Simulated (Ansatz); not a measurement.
Name a neutral molecule of Br, Cl, Sn with LUMO energy (PBE/def2-TZVPP) between -4.30 and -4.00 eV and LUMO energy (B3LYP/def2-TZVPP) between -3.85 and -3.55 eV (Ansatz, PBE0-D4/def2-TZVP geometry).

`[Cl][Sn]([Cl])([Br])[Br]` (-4.15 eV, -3.60 eV). Other molecules can fit too; these were computed, each in one conformer that needn't be the lowest.

B3LYP here is the variant with VWN-RPA as its local correlation; programs differ in this.
